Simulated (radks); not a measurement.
The numbers below are computed, except where a source is named.
Spherical quantum dot in the effective-mass picture: electrons in a parabolic well V = omega^2 r^2 / 2 with omega = 0.962, with a point charge +1 (a donor) at the centre, all in effective atomic units (hartree* = m*/eps^2 hartree, bohr* = eps/m* bohr), one dielectric constant everywhere. Level of theory: non-relativistic Kohn-Sham, LDA (Slater exchange, Perdew-Wang correlation), spin-polarised, spherical densities (a radial shooting solver with Libxc functionals). Levels are named by radial order and angular momentum (1s, 1p, 1d, 2s, ...), and open shells are averaged over m. Results are scaled to m* = 0.05 and eps = 8.8, for which hartree* = 17.57 meV and bohr* = 9.314 nm. Each electron was tried in the lowest free levels, single moves between levels near the top were tried too, and the lowest total energy was kept; such a search can miss a lower state. At N = 1 the Hartree and exchange-correlation terms need not cancel, so that row can carry a self-interaction error.

\begin{tabular}{lrrrrr}
N & open shells & 2S & mu = E(N) - E(N-1) (meV) & addition energy mu(N+1) - mu(N) (meV) & e(HOMO) (meV) \\ \hline
1 & 1s(up 1, down 0) & 1 & 3.3503 & 15.87 & 9.6171 \\
2 & none & 0 & 19.220 & 31.37 & 24.986 \\
3 & 1p(up 1, down 0) & 1 & 50.587 & 8.478 & 54.784 \\
4 & 1p(up 2, down 0) & 2 & 59.065 & 8.536 & 63.347 \\
5 & 1p(up 3, down 0) & 3 & 67.601 & 10.62 & 71.832 \\
6 & 1p(up 3, down 1) & 2 & 78.224 & 7.680 & 82.044 \\
7 & 1p(up 3, down 2) & 1 & 85.904 & 7.704 & 89.766 \\
8 & none & 0 & 93.609 & 17.19 & 97.436 \\
9 & 2s(up 1, down 0) & 1 & 110.79 & 7.905 & 114.32 \\
10 & none & 0 & 118.70 & 8.524 & 122.19 \\
11 & 1d(up 1, down 0) & 1 & 127.22 & 6.479 & 130.47 \\
12 & 1d(up 2, down 0) & 2 & 133.70 & 6.425 & 136.92 \\
13 & 1d(up 3, down 0) & 3 & 140.13 & 6.361 & 143.32 \\
14 & 1d(up 4, down 0) & 4 & 146.49 & 6.294 & 149.65 \\
15 & 1d(up 5, down 0) & 5 & 152.78 & 7.735 & 155.91 \\
16 & 1d(up 5, down 1) & 4 & 160.52 & 5.992 & 163.52 \\
17 & 1d(up 5, down 2) & 3 & 166.51 & 5.954 & 169.49 \\
18 & 1d(up 5, down 3) & 2 & 172.46 & 5.908 & 175.43 \\
19 & 1d(up 5, down 4) & 1 & 178.37 & 5.858 & 181.31 \\
20 & none & 0 & 184.23 & 15.59 & 187.14 \\
21 & 1f(up 1, down 0) & 1 & 199.82 & 5.417 & 202.54 \\
22 & 1f(up 2, down 0) & 2 & 205.24 & 5.384 & 207.94 \\
23 & 1f(up 3, down 0) & 3 & 210.62 & 5.349 & 213.30 \\
24 & 1f(up 4, down 0) & 4 & 215.97 & 5.313 & 218.64 \\
25 & 1f(up 5, down 0) & 5 & 221.29 & 5.277 & 223.93 \\
26 & 1f(up 6, down 0) & 6 & 226.56 & 5.240 & 229.19 \\
27 & 1f(up 7, down 0) & 7 & 231.80 & 6.486 & 234.41 \\
28 & 1f(up 7, down 1) & 6 & 238.29 & 5.081 & 240.83 \\
29 & 1f(up 7, down 2) & 5 & 243.37 & 5.056 & 245.90 \\
30 & 1f(up 7, down 3) & 4 & 248.43 & 5.029 & 250.94 \\
31 & 1f(up 7, down 4) & 3 & 253.45 & 5.001 & 255.96 \\
32 & 1f(up 7, down 5) & 2 & 258.46 & 4.972 & 260.95 \\
33 & 1f(up 7, down 6) & 1 & 263.43 & - & 265.90 \\
\end{tabular}

All shells are closed at N = 2, 8, 10, 20 (there: 1s2 1p6 1d10 2s2); the second difference of the energy has clear peaks (12 % above both neighbours; the first and last values, which can be the largest, are not judged, and half-filled shells can peak too) at N = 2, 5, 8, 15, 20, 27.
